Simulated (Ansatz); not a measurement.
Geometry optimisation, RKS PBE/def2-SVP in Ansatz.

input.yaml

```yaml
crystal:
  periodic: [false, false, false]
  atoms:
    - { symbol: Ta, position_ang: [0.0, 0.0, 0.0] }
    - { symbol: "N", position_ang: [2.51, 0.0, 0.0] }
    - { symbol: H, position_ang: [3.04, -0.5118, 0.762] }
    - { symbol: H, position_ang: [3.04, 0.5118, -0.762] }
    - { symbol: "N", position_ang: [0.0, 0.0, 2.16] }
    - { symbol: H, position_ang: [-0.2456, -0.8845, 2.69] }
    - { symbol: H, position_ang: [0.2456, 0.8845, 2.69] }
    - { symbol: "N", position_ang: [0.0, 0.0, -2.16] }
    - { symbol: H, position_ang: [-0.6116, -0.6845, -2.69] }
    - { symbol: H, position_ang: [0.6116, 0.6845, -2.69] }
    - { symbol: F, position_ang: [-0.965, 1.6714, 0.0] }
    - { symbol: F, position_ang: [-0.965, -1.6714, 0.0] }
    - { symbol: Si, position_ang: [0.9018, -2.2972, 1.4454] }
    - { symbol: H, position_ang: [0.0835, -3.4515, 1.0858] }
    - { symbol: H, position_ang: [2.2969, -2.5672, 1.1102] }
    - { symbol: H, position_ang: [0.7861, -2.0472, 2.8792] }
    - { symbol: H, position_ang: [2.2155, -1.1676, 0.7347] }
basis:
  gaussian: { orbitals: def2-SVP }
hamiltonian:
  xc: pbe
relax:
  f_tol: 0.15
  max_steps: 25
  restrain:
    - { distance: [0, 12], at: 3.76, k: 30.0 }
    - { distance: [16, 1], at: 2.26, k: 30.0 }
    - { distance: [0, 1], at: 2.16, k: 30.0 }
    - { distance: [16, 12], at: 1.46, k: 30.0 }
output:
  orbitals: {}
```

Run as:

```bash
$ ansatz run input.yaml --threads 4 --pin off --max-ram 5120MiB --backend cpu --events-out ev --progress --plain --runs-dir out
```

Problem. Where does it end, and by what steps?

Solution. It converged. The restraints hold the end off the free minimum; the threshold counts their pulls, which the force column leaves out. Restrained pairs: Ta1–Si13 (2.86 → 3.78 Å), N2–H17 (1.41 → 2.27 Å), Ta1–N2 (2.51 → 2.10 Å), Si13–H17 (1.87 → 1.48 Å). After 22 steps the energy has fallen by 7.169 eV (the restraints' own energy left out); H15 moved furthest, 1.85 Å.

```csv
step,energy less start (eV),largest force component (eV/Å),accepted
0,0.0000,3.235,yes
1,-0.5527,3.732,yes
2,-1.1164,4.534,yes
3,-2.6041,4.112,yes
4,-4.3440,2.015,yes
5,-5.2647,1.514,yes
6,-5.8797,1.501,yes
7,-6.3080,1.543,yes
8,-6.6233,1.656,yes
9,-6.7454,1.806,yes
10,-6.7960,1.546,yes
11,-6.8308,2.094,yes
12,-6.9229,1.924,yes
13,-6.9887,2.170,yes
14,-7.0441,2.147,yes
15,-7.0835,2.018,yes
16,-7.1104,1.934,yes
17,-7.1299,1.827,yes
18,-7.1464,1.664,yes
19,-7.1567,1.745,yes
20,-7.1614,1.869,yes
21,-7.1611,1.930,yes
22,-7.1691,1.870,yes
```

```xyz
17
Properties=species:S:1:pos:R:3
Ta 0.425 0.210 -0.090
N 2.510 0.057 -0.248
H 3.168 0.113 0.535
H 3.008 0.165 -1.137
N -0.357 0.242 1.748
H -0.733 -0.578 2.234
H -0.676 1.106 2.200
N -0.525 0.415 -1.840
H -1.008 -0.357 -2.312
H -0.831 1.319 -2.216
F 0.296 2.118 -0.002
F -0.106 -1.630 -0.234
Si 1.548 -2.922 1.697
H 1.053 -3.962 0.739
H 2.528 -3.585 2.636
H 0.412 -2.429 2.541
H 2.231 -1.811 1.004
```

Run time: 73 s on 4 threads of Arm Neoverse V2 (shared host), peak memory 0.27 GiB.
